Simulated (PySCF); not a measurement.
Compound: C₃H₆PSi (charge -1).
Geometry (PBE0-D3(BJ)/def2-SVP, Å), atoms numbered from 1 in this order:
```xyz
11
C3H6PSi angstrom
C      2.624   -0.976    0.532
C      1.726   -0.211    0.894
P      0.503    0.899    1.483
C     -0.405    1.177   -0.174
Si    -1.486   -0.323   -0.408
H      3.369   -1.682    0.224
H      0.282    1.358   -1.018
H     -1.039    2.075   -0.066
H     -0.718   -1.605   -0.371
H     -2.248   -0.369   -1.736
H     -2.573   -0.367    0.627
```

Level: PBE0/pcSseg-1 in PySCF, non-relativistic, on one gas-phase PBE0-D3(BJ)/def2-SVP geometry that isn't relaxed in the solvent. The solvent is an IEF-PCM continuum (van der Waals radii × 1.2). The model holds no explicit solvent molecules, cavitation or dispersion.

Gas phase at PBE0/pcSseg-1: HOMO 0.36 eV, LUMO 4.67 eV.

Problem. What does the continuum do to the energy and the frontier levels at PBE0/pcSseg-1 in chloroform and acetonitrile?

Solution. 
```tsv
solvent	ε	E(solvent) − E(gas) (kcal/mol)	polarisation term (kcal/mol)	distortion of the solute (kcal/mol)	HOMO (eV)	LUMO (eV)
chloroform	4.711	-42.98	-44.47	1.49	-3.19	1.49
acetonitrile	35.69	-54.56	-57.64	3.08	-4.11	0.70
```

The first energy column is the sum of the next two and covers electrostatics alone. From chloroform to acetonitrile the lowering changes by a factor 1.27, Born's factor 1 − 1/ε by 1.23 and ε itself by 7.6.

Problem. Which radius a makes Born's formula ΔE = −(q²/2a)(1 − 1/ε) give the value in acetonitrile?

Solution. a = q²(1 − 1/ε)/(2|ΔE|) = 2.96 Å, with q = -1 e and |ΔE| = 0.0869 Eh; the farthest nucleus lies 3.77 Å from the centroid of the nuclei. The formula assumes a point charge at the centre of a sphere.

Problem. Which IAO charges (PBE0/pcSseg-1) respond most in acetonitrile (means over atoms taken as equivalent)?

Solution. 
| atoms | environment | gas (e) | solvent (e) | change |
| --- | --- | --- | --- | --- |
| P3 | phosphorus bonded to 2 C | -0.183 | -0.262 | -0.079 |
| C2 | alkyne carbon | -0.243 | -0.281 | -0.038 |
| H6 | alkyne hydrogen | +0.156 | +0.193 | +0.037 |
| H7/H8 | methylene hydrogen | +0.132 | +0.150 | +0.018 |
| C1 | terminal alkyne carbon | -0.417 | -0.403 | +0.014 |
| Si5 | SiH3 silicon | +0.568 | +0.579 | +0.011 |
| H9/H10/H11 | Si–H hydrogen | -0.152 | -0.143 | +0.009 |
| C4 | sp3 carbon bound to silicon | -0.689 | -0.696 | -0.007 |
